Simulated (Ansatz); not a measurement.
Complex (SMILES): Cl (HCl) with C#N (CH-N), atoms 1 to 2 the first; geometry from B3LYP-D3(BJ)/def2-TZVP, monomers rigid:
```xyz
5

Cl     0.5827     0.3550    -0.5709
H     -0.2332    -0.1068     0.3213
C     -2.2420    -1.2590     2.4984
N     -1.5177    -0.8394     1.7187
H     -2.9178    -1.6506     3.2258
```

The counterpoise-corrected interaction energy at MP2 with Ansatz (a program for electronic structure), in kcal/mol, split into its Hartree-Fock and correlation parts. Cores are frozen. No added dispersion term, no relativity. Functions are those of the species that has most.

| basis | X | functions | Hartree-Fock | MP2 |
|---|---|---|---|---|
| aug-cc-pV(D+d)Z | 2 | 96 | -2.73 | -4.78 |
| aug-cc-pV(T+d)Z | 3 | 193 | -2.71 | -5.08 |
| aug-cc-pV(Q+d)Z | 4 | 341 | -2.70 | -5.23 |

Worked estimate of the basis-set limit from each neighbouring pair, with Hartree-Fock from the larger set and the correlation part extrapolated as X^-3.
Correlation parts: X = 2: -2.05, X = 3: -2.37, X = 4: -2.53.
- (2,3): (27·(-2.37) - 8·(-2.05))/19 = -2.50; with Hartree-Fock -2.71 the estimate is -5.21 kcal/mol.
- (3,4): (64·(-2.53) - 27·(-2.37))/37 = -2.65; with Hartree-Fock -2.70 the estimate is -5.35 kcal/mol.
The last two estimates differ by 0.13 kcal/mol; the largest set lies 0.12 from the last. Over the last step Hartree-Fock moves by 0.01 and the correlation part by -0.16.
